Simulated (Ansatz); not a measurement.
`[NH2][GeH2][Si](N)(O)O` + `CN[Si](N)(F)F` → `CN([Si](N)(O)O)[Si](N)(F)F` + `[NH2][GeH3]`  (cleavage of the Si–Ge bond)

Computed with Ansatz on PBE0-D4/def2-TZVP structures; ΔE is electronic, products minus reactants. CCSD(T)/CBS is the MP2 limit (def2-TZVPP, def2-QZVPP) plus CCSD(T) − MP2 in def2-TZVPP, frozen cores. DFT in def2-TZVPP. B3LYP here is the variant with VWN-RPA as its local correlation; programs differ in this. For Ge outer-core shells are correlated without core-valence functions, which leaves a few kJ/mol of doubt a bond. Scalar relativity is left out up to krypton. Each species was taken in one conformer, which may not be the lowest.

```json
{"level": "PBE-D4", "ΔE (kJ/mol)": "-50.0", "difference from CCSD(T)/CBS": "16.6"}
{"level": "B3LYP-D4", "ΔE (kJ/mol)": "-64.1", "difference from CCSD(T)/CBS": "2.5"}
{"level": "ωB97X-V", "ΔE (kJ/mol)": "-68.1", "difference from CCSD(T)/CBS": "-1.5"}
{"level": "ωB97M-V", "ΔE (kJ/mol)": "-72.3", "difference from CCSD(T)/CBS": "-5.7"}
{"level": "PBE", "ΔE (kJ/mol)": "-42.5", "difference from CCSD(T)/CBS": "24.1"}
{"level": "r2SCAN", "ΔE (kJ/mol)": "-63.4", "difference from CCSD(T)/CBS": "3.2"}
{"level": "B3LYP", "ΔE (kJ/mol)": "-52.7", "difference from CCSD(T)/CBS": "13.9"}
{"level": "HF/def2-TZVPP", "ΔE (kJ/mol)": "-71.9", "difference from CCSD(T)/CBS": "-5.3"}
{"level": "MP2/def2-TZVPP", "ΔE (kJ/mol)": "-74.0", "difference from CCSD(T)/CBS": "-7.4"}
{"level": "CCSD/def2-TZVPP", "ΔE (kJ/mol)": "-70.6", "difference from CCSD(T)/CBS": "-4.0"}
{"level": "HF/def2-QZVPP", "ΔE (kJ/mol)": "-72.8", "difference from CCSD(T)/CBS": "-6.2"}
{"level": "MP2/def2-QZVPP", "ΔE (kJ/mol)": "-71.6", "difference from CCSD(T)/CBS": "-5.0"}
{"level": "SCS-MP2/def2-QZVPP", "ΔE (kJ/mol)": "-70.5", "difference from CCSD(T)/CBS": "-3.9"}
{"level": "HF/CBS(def2)", "ΔE (kJ/mol)": "-72.9", "difference from CCSD(T)/CBS": "-6.3"}
{"level": "MP2/CBS(def2)", "ΔE (kJ/mol)": "-69.2", "difference from CCSD(T)/CBS": "-2.6"}
{"level": "CCSD/CBS(def2)", "ΔE (kJ/mol)": "-65.8", "difference from CCSD(T)/CBS": "0.8"}
{"level": "CCSD(T)/CBS", "ΔE (kJ/mol)": "-66.6", "difference from CCSD(T)/CBS": "0"}
```

Largest T1 diagnostic among the species: 0.012.

From PBE to PBE0 (25 % exact exchange), in def2-TZVPP and without D4, ΔE moves by −9.4 kJ/mol. The D4 term adds −11.4 kJ/mol with B3LYP and −6.6 kJ/mol with PBE0; it sums over pairs of atoms, weighted by their polarisabilities, and B3LYP, whose exchange is more repulsive, gets the larger term.
